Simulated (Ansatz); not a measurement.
```
atom   x (Å)    y (Å)   z (Å)
   C  0.0000   0.0000  0.0000
  Al  0.0000   4.7576  0.0000
   S  0.0000  -4.3712  0.0000
```

Basis set: pcseg-2 (spherical functions). Charge 0, multiplicity 4.

Computed with Ansatz (development build ahead of 0.2.0); each method stands on the lowest determinant of its kind that the runs found. Restricted functionals stand beside restricted open-shell atoms, which can lie above the unrestricted atoms usual in DFT and then raise those values.

Question: Give the atomization energy at this shape (free ground-state atoms in the same class of orbitals less the molecule, no zero-point energy) of quartet CAlS by ωB97X (unrestricted), ωB97X (restricted open-shell).

Answer:

| method | atomization energy |
| --- | --- |
| ωB97X (unrestricted) | 1.71 kcal/mol |
| ωB97X (restricted open-shell) | -35.05 kcal/mol |

Caution: charge can spread falsely over distant fragments; other spin multiplicities may lie lower; the shape is not the minimum. Caution for ωB97X (unrestricted): the unrestricted determinant is a mixture of spin states. Caution for ωB97X (restricted open-shell): an unrestricted determinant lies well below; the molecule lies well above its atoms at this level.
